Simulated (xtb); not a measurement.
GaH5OSi, SMILES [GaH2][O][SiH3]. All values are semi-empirical tight-binding results from xtb (GFN2-xTB unless named), good for trends rather than for accurate numbers. The structure is a stationary point at GFN2-xTB.

The geometry has at least one imaginary mode, so it is a saddle point at that level.

For metal compounds this method's bond lengths and energies can be far off.

```yaml
orbital_gap: 4.69 eV
```
